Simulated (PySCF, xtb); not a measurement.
Si(F)(SiH3) (FH3Si2), SMILES F[Si][SiH3] (connectivity only; charge and spin as stated), neutral, multiplicity 1.

GFN2-xTB run with xtb at its own geometry gives an orbital gap of 1.77 eV and a dipole moment of 0.85 D.

The structure is a stationary point at B3LYP-D3(BJ)/def2-TZVP.

**Question.** What does B3LYP/def2-TZVPD run with PySCF give? (An estimate is asked for; the answer gives what the named calculation found.)

**Answer.** gap 3.05 eV (levels -6.28 and -3.22 eV), dipole 0.91 D.
